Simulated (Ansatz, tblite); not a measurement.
Species of one formula, Sn16PH28 (doublet), each relaxed with PBE-D4/def2-SVP in Ansatz.

In the def2 sets Sn takes a core potential; there is no spin–orbit coupling. The xTB rows come from tblite. Correlated methods freeze 69 core orbitals; core or outer-core shells of Sn are correlated, in sets that lack core-valence functions. Single mean-field runs in def2-SVP, def2-TZVP are fitted with def2-universal-jkfit.

Other spin states weren't relaxed.

A:

Cartesian coordinates in Å:
```
P 0.4420 -1.8791 1.7231
Sn -1.5831 -3.9946 -1.7474
Sn 2.6786 -2.8191 -2.1422
Sn -1.7992 0.6269 0.4441
Sn 0.9413 1.3155 0.1967
Sn -0.5775 0.4245 -3.0200
Sn -0.3947 2.5571 4.1468
Sn -1.0129 5.2555 0.2871
Sn -1.1838 -3.7289 1.0313
Sn -2.3829 0.8006 3.2088
Sn 2.6411 -2.6644 0.6746
Sn 1.9171 1.6249 2.8457
Sn 0.8546 -4.8326 -2.8752
Sn -2.4580 -1.7035 -3.1413
Sn 2.0646 -0.4598 -3.5665
Sn 1.0411 3.8507 -1.0362
Sn -0.8453 5.1396 3.1015
H -2.7939 -5.2412 -1.9065
H 4.3118 -3.2995 -2.5284
H 0.7375 -2.4854 3.0000
H -2.1544 -0.9763 -0.1344
H -2.8019 1.7200 -0.4724
H 1.8789 0.0846 -0.6116
H -1.0309 1.6056 -4.2434
H -0.2682 2.6080 5.8815
H -2.5264 4.5508 -0.1885
H -1.0606 6.9271 -0.1840
H -0.6198 -5.2458 1.6732
H -2.6593 -3.3181 1.8509
H -2.2645 -0.7591 3.9610
H -3.9885 1.4045 3.4864
H 3.0430 -4.2266 1.3334
H 3.8137 -1.5229 1.2616
H 2.5528 0.1514 3.5065
H 3.1917 2.8090 2.8711
H 1.3458 -6.3810 -2.2628
H 0.7275 -4.9618 -4.6024
H -2.7635 -2.2042 -4.7855
H -3.9757 -1.1634 -2.4911
H 2.3264 -0.8054 -5.2570
H 3.1835 0.7974 -3.1304
H 0.7360 3.8094 -2.7457
H 2.5715 4.6331 -0.7922
H -2.3089 5.8023 3.7647
H 0.4531 6.1739 3.6149
```

B:

```xyz
45

P     0.9284    0.1017   -0.2856
Sn   -0.4003    1.4708   -4.2711
Sn    2.3959   -4.1688   -1.0055
Sn    3.3598   -1.5545    2.7322
Sn   -2.4394   -0.7764    0.3067
Sn   -0.9212   -2.5381    1.9560
Sn   -2.5809    1.9206    1.2122
Sn   -4.6997    2.2027   -2.8694
Sn    0.1683    1.1436    4.7642
Sn    1.4149   -1.7259   -2.0123
Sn    1.1525    2.0033   -1.9806
Sn   -2.8145    0.2225   -3.5370
Sn    3.3268    0.2855    0.6081
Sn    3.7229   -4.0504    1.4766
Sn    0.8068   -1.4639    3.9241
Sn   -3.3270    3.6579   -0.8907
Sn   -0.2791    2.8198    2.5546
H    -0.7397    2.9759   -5.0714
H     0.5141    0.4922   -5.3720
H     3.4907   -4.7697   -2.2196
H     1.0711   -5.2842   -0.9304
H     4.6659   -1.2272    3.8380
H    -2.4416   -0.5647   -1.9357
H    -4.1306   -1.3089    0.3821
H     0.1863   -3.3386    0.8605
H    -1.8792   -3.8328    2.6305
H    -3.8874    2.0538    2.3672
H    -5.1235    3.1598   -4.2551
H    -6.1509    1.4821   -2.2502
H     1.4350    1.7365    5.7971
H    -1.2813    1.0846    5.7206
H     2.5312   -1.0713   -3.1783
H    -0.0980   -1.9572   -2.8425
H     2.8324    2.1766   -2.4002
H     0.6367    3.4529   -1.1814
H    -3.3171   -1.0064   -4.6627
H     4.4393   -0.1282   -0.6675
H     3.5973    1.9423    1.0469
H     5.4144   -4.3380    1.1929
H     3.1423   -5.3480    2.4764
H     0.8237   -2.5297    5.3073
H    -1.9111    4.3048   -1.6637
H    -4.2505    5.0059   -0.3019
H     1.1211    2.8281    1.5342
H    -0.5048    4.4592    3.0963
```

Q: Estimate which lies lowest at each level, and how far above it the others are (kcal/mol).

A: 
| level | A | B |
| --- | --- | --- |
| GFN1-xTB | 0.0 | 4.9 |
| GFN2-xTB | 9.9 | 0.0 |
| HF/def2-SVP | 0.0 | 6.0 |
| PBE-D4/def2-SVP | 0.0 | 3.0 |
| PBE-D4/def2-TZVP | 0.0 | 3.2 |
| r2SCAN-D4/def2-TZVP | 0.0 | 3.3 |
| PBE0-D4/def2-SVP | 0.0 | 4.5 |
| PBE0-D4/def2-TZVP | 0.0 | 4.6 |
| r2SCAN0-D4/def2-TZVP | 0.0 | 4.6 |
| MP2/def2-SVP | 0.0 | 5.4 |
Point groups (tolerance 0.1 Å): A not assigned, B not assigned.
